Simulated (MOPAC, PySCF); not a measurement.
C$_{2}$H$_{3}$I, SMILES `IC=C`, neutral singlet in the gas phase. 

Cartesian coordinates (Å):
```xyz
6

C     -0.7685    -0.1195     0.0523
C      0.4751     0.2754    -0.1493
I      2.1603    -0.7923     0.5082
H     -1.5897     0.4848    -0.3170
H     -1.0171    -1.0320     0.5768
H      0.7399     1.1836    -0.6709
```
Charge 0, spin multiplicity 1.

All levels are single points at this geometry (B3LYP-D3(BJ)/def2-TZVP); Pople sets use spherical d functions. Orbital energies aren't observables, and empty levels follow the basis.

PBE/6-31G* (LANL2DZ on I) in PySCF gives gap (eV) = 4.53.

Problem. Estimate the gap (eV) from each of these levels: PBE-D3(BJ)/def2-TZVP in PySCF; TPSSh-D3(BJ)/def2-TZVP in PySCF; B3LYP/6-311+G** (LANL2DZ on I) in PySCF; B3LYP/6-31G* (LANL2DZ on I) in PySCF; B3LYP/LANL2DZ in PySCF; BP86/6-31G* (LANL2DZ on I) in PySCF; SVWN5/6-31G* (LANL2DZ on I) in PySCF; HF/6-31G* (LANL2DZ on I) in PySCF; AM1 in MOPAC; PM3 in MOPAC; PM6 in MOPAC; PM7 in MOPAC.

Solution. 
| level | gap (eV) |
|---|---|
| PBE-D3(BJ)/def2-TZVP in PySCF | 4.39 |
| TPSSh-D3(BJ)/def2-TZVP in PySCF | 5.36 |
| B3LYP/6-311+G** (LANL2DZ on I) in PySCF | 6.07 |
| B3LYP/6-31G* (LANL2DZ on I) in PySCF | 6.12 |
| B3LYP/LANL2DZ in PySCF | 6.10 |
| BP86/6-31G* (LANL2DZ on I) in PySCF | 4.54 |
| SVWN5/6-31G* (LANL2DZ on I) in PySCF | 4.48 |
| HF/6-31G* (LANL2DZ on I) in PySCF | 12.59 |
| AM1 in MOPAC | 10.48 |
| PM3 in MOPAC | 8.53 |
| PM6 in MOPAC | 8.95 |
| PM7 in MOPAC | 9.26 |
